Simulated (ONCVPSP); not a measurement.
## Configuration tests for oxygen (ONCV)

| Quantity | Value |
| --- | --- |
| Element | oxygen |
| Generator | ONCVPSP 4.0.1 |
| Type | optimised norm-conserving Vanderbilt (ONCV) |
| Functional | LDA (Perdew-Wang 92) |
| Relativity | scalar-relativistic |
| Frozen core | [He] |
| Valence charge | 6 |
| Reference configuration | 2s2 2p3.5 (charge +0.5) |
| Partial waves | 2s: rc 0.65 bohr, ncon 5, nbas 8, qcut 12.3 1/bohr, local; 2p: rc 1.60 bohr, ncon 4, nbas 7, qcut 9.7 1/bohr, 2 projectors, debl 3.9 Ha |
| Local potential | the s channel |
| Core correction | polynomial model core, fcfact 0.6 |

Energies are relative to the spin-unpolarised reference configuration 2s2 2p3.5; without spin polarisation the order of configurations can differ from experiment.

```
valence configuration  charge  ΔE all-electron (eV)  error AE − PS (meV)
              2s2 2p4       0                -6.366                 +5.4
              2s2 2p3      +1                10.219                  +10
              2s2 2p2      +2                43.932                 +176
```

**Question.** What are ΔE and the potential's error for 2s1 2p5?

**Answer.** ΔE = 8.220 eV all-electron; the error (AE − PS) is +50 meV.

Levels in the configuration 2s2 2p2:

```csv
level,all-electron (eV),pseudo (eV)
2s,-58.023,-57.929
2p,-43.356,-43.027
```
